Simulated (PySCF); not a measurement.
SMILES C(CSC)(=O)C (C₄H₈OS) (GFN2-xTB optimised geometry):

```
14

C      1.417     2.066     2.274
S      1.863     0.384     1.767
C      1.384     0.467     0.000
C     -0.124     0.467     0.000
C     -0.749    -0.897     0.080
O     -0.756     1.496     0.000
H      2.125     2.771     1.848
H      0.407     2.286     1.941
H      1.469     2.091     3.357
H      1.807    -0.416    -0.471
H      1.800     1.380    -0.424
H     -1.807    -0.814     0.312
H     -0.244    -1.496     0.834
H     -0.633    -1.393    -0.883
```

Level of theory: PBE0/def2-TZVP in PySCF.

What are the frontier orbital energies and the dipole moment?

HOMO-2 -9.14 eV, HOMO-1 -7.60 eV, HOMO -6.52 eV, LUMO -0.67 eV, LUMO+1 0.83 eV; dipole moment 1.52 D.

Meta-Löwdin charges at PBE0/def2-TZVP: C1 -0.41, S2 0.06, C3 -0.32, C4 0.39, C5 -0.40, O6 -0.43, H7 0.13, H8 0.15, H9 0.14, H10 0.14, H11 0.14, H12 0.14, H13 0.14, H14 0.14.
